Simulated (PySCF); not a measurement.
C6H8N2, SMILES Nc1ccc(N)cc1.

Geometry optimised at PBE0-D3(BJ)/def2-SVP. One conformer was computed; it need not be the lowest.

Level of theory: PBE/def2-TZVP (PySCF).

Isolated molecule, no solvent.

### Question
Estimate the frontier levels, gap, dipole moment. (The exact figures need the calculation; the answer reports its results.)

### Answer

```
Quantity                                                                                                         Value
---------------------------------------------------------------------------------------------  -----------------------
highest occupied level                                                                                        -4.07 eV
lowest empty level                                                                                            -0.85 eV
orbital gap                                                                                                    3.22 eV
dipole moment                                                                                                0.000 e·Å
quadrupole, principal values (traceless, Buckingham form, about the centre of nuclear charge)  -18.35, 2.77, 15.58 D·Å
```
